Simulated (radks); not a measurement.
Q: These are the eigenvalues of the occupied orbitals of an atom or ion with whole-number occupations (Ry). Calculated with a radial shooting solver on a logarithmic mesh with Libxc functionals: Dirac Kohn-Sham, relativistic LDA (MacDonald-Vosko exchange, VWN5 correlation), spin-unpolarised, spherical densities, finite nucleus; Fermi nuclear charge, rms radius of each element as measured or else 0.836 A^(1/3) + 0.57 fm.

orbital  eigenvalue
1s1/2     -82.99416

Which element is it, and in what charge state? The configuration may be excited. Open shells, if any, fill j = l - 1/2 first.

A: Z = 10, neon, charge +8: Ne8+ in [He]. The 1s level, -41.497 hartree, gives Z - s = 9.1 by -(Z - s)^2/2, which with screening and relativity narrows Z to a few neighbours, and the depths must fix Z and the occupations together.
